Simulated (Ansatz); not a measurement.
`C[CH2][Ge][Cl]` + silanol → `[SiH3][O][Ge][Cl]` + ethane  (ligand exchange at a Ge–C bond)

Isolated molecules relaxed with PBE0-D4/def2-TZVP in Ansatz; ΔE leaves out vibrations. CCSD(T)/CBS is the MP2 limit (def2-TZVPP, def2-QZVPP) plus CCSD(T) − MP2 in def2-TZVPP, frozen cores. This one scheme is used for every species. For Ge outer-core shells are correlated without core-valence functions, which leaves a few kJ/mol of doubt a bond. Scalar relativity is left out up to krypton. Each species was taken in one conformer, which may not be the lowest.

`C[CH2][Ge][Cl]`:

Cartesian coordinates in Å:
```
C 0.862 0.384 0.024
C -0.492 0.121 -0.607
Ge -1.874 -0.977 0.320
Cl -0.739 -1.564 2.106
H 1.394 -0.546 0.229
H 1.494 0.996 -0.626
H 0.762 0.905 0.978
H -1.018 1.058 -0.841
H -0.389 -0.378 -1.584
```

`O[SiH3]`:

```xyz
6

O     0.675   -0.686   -0.847
Si   -0.328    0.168    0.144
H     1.596   -0.757   -0.597
H    -0.385   -0.421    1.509
H    -1.667    0.110   -0.486
H     0.108    1.586    0.276
```

`[SiH3][O][Ge][Cl]`:

Z-matrix (Å, degrees):
```
Si
O 1 1.655
H 1 1.484 2 107.2
H 1 1.484 2 110.4 3 119.3
H 1 1.484 2 110.5 3 -119.3
Ge 2 1.768 1 138.4 3 179.8
Cl 6 2.210 2 99.4 1 0.0
```

`CC`:

Cartesian coordinates in Å:
```
C -0.175 0.720 0.165
C 0.175 -0.720 -0.165
H -1.214 0.814 0.491
H 0.457 1.111 0.967
H -0.043 1.371 -0.703
H 1.214 -0.814 -0.491
H -0.457 -1.111 -0.966
H 0.043 -1.371 0.703
```

```csv
species,CCSD(T)/CBS(def2) energy (Eh)
`C[CH2][Ge][Cl]`,-2615.03092
`O[SiH3]`,-366.69042
`[SiH3][O][Ge][Cl]`,-2902.05095
`CC`,-79.71954
```

Problem. Work out ΔE.

Solution. ΔE = (-2902.05095) + (-79.71954) − (-2615.03092) − (-366.69042) = -0.04915 Eh = -129.0 kJ/mol.

Largest T1 diagnostic among the species: 0.014.

At CCSD(T), def2-SVP lies −15.0 kJ/mol from the extrapolated value and def2-TZVPP −2.1 kJ/mol. From r2SCAN to r2SCAN0 (25 % exact exchange), in def2-TZVPP and without D4, ΔE moves by +3.5 kJ/mol. Leaving LDA and LC-ωPBE aside and taking each functional with its dispersion term where it has one, the values, not all of them listed here, spread over 13.6 kJ/mol, from BLYP-D4 to HSE06-D4. LDA lies +4.8 kJ/mol from PBE without D4.
